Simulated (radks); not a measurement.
Values are calculated unless marked as measured or tabulated.
Problem. Li, 3 electrons, occupied as [He] 2s1 (the NIST ground configuration). Level of theory: non-relativistic Kohn-Sham, exchange-only LDA, spin-polarised, spherical densities, point nucleus; open shells are filled with parallel spins first (a radial shooting solver on a logarithmic mesh with Libxc functionals). Some entries of the table are withheld. Estimate them.

orbital  occ.  eigenvalue (eV)  <1/r> (bohr^-1)  <r^2> (bohr^2)
1s up       1         -49.3474            2.631             (1)
1s down     1         -49.1050            2.635             (2)
2s up       1              (3)           0.3526             (4)

Solution. 
(1) 1s up <r^2> (bohr^2): 0.4836
(2) 1s down <r^2> (bohr^2): 0.4775
(3) 2s up eigenvalue (eV): -2.7330
(4) 2s up <r^2> (bohr^2): 18.44
